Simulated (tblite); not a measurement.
A tight-binding relaxation on `CB(C)[Si]1(CCC1)Br`.

Computed with GFN2-xTB geometry optimisation, gas phase (tblite 0.8.0). Start geometry: from a force field or distance geometry. The command runs a driver script over a list of jobs; the input below is this job's line of settings and its coordinates in Å.

Command:
```bash
OMP_NUM_THREADS=1 python probes_run.py task.json out
```

Input:
```
{"job": {"kind": "relax", "xc": "GFN2-xTB", "basis": "xTB"}, "charge": 0, "multiplicity": 1}
C     -1.418200    -0.540200    -1.511900
B     -1.371000     0.129600    -0.075900
C     -2.690800     0.604600     0.652900
Si     0.339600     0.358100     0.830400
Br     0.303100     1.300100     2.890900
C      1.471500    -1.110700     0.715700
C      2.463600    -0.362100    -0.189200
C      1.718900     0.973100    -0.240200
H     -1.864800     0.180300    -2.227400
H     -0.412800    -0.813700    -1.851000
H     -2.058400    -1.452400    -1.473200
H     -2.826800     0.060200     1.609900
H     -2.642500     1.698800     0.861200
H     -3.573700     0.406700    -0.001700
H      1.917700    -1.364800     1.703400
H      0.996800    -1.970200     0.216600
H      3.460400    -0.252300     0.298800
H      2.536100    -0.844000    -1.188900
H      1.360500     1.213900    -1.263800
H      2.285900     1.795500     0.240300
```

**Question.** What does the run print?

**Answer.** 
```
step      E/eV     max force
  0    -649.06880    2.073
  1    -649.25236    0.631
  2    -649.33057    0.558
  3    -649.38745    0.530
  4    -649.41400    0.456
  5    -649.43629    0.277
  6    -649.44822    0.320
  7    -649.45687    0.241
  8    -649.46139    0.149
  9    -649.46473    0.149
... (35 lines left out)
 45    -649.51732    0.048
 46    -649.51781    0.053
 47    -649.51831    0.050
 48    -649.51877    0.058
 49    -649.51909    0.039
 50    -649.51927    0.035
 51    -649.51940    0.026
 52    -649.51952    0.027
 53    -649.51959    0.018
 54    -649.51962    0.009
```

«max force» is the largest atomic force in eV/Å.

**Question.** From which step on does the largest force stay under 0.1 eV/Å, and how much energy is left to gain from there?

**Answer.** From step 35 (0.088 eV/Å), 9.0 meV above the end.

In short: energy lowered by 10.4 kcal/mol over 54 steps; largest atomic force 0.009 eV/Å at the end.

On an Arm Neoverse V1 with one thread, shared host with 32 logical CPUs at a one-minute load of 5.8, this took 0.54 s wall.
Labels such as C1 count atoms from 1, the log's own numbers from 0.
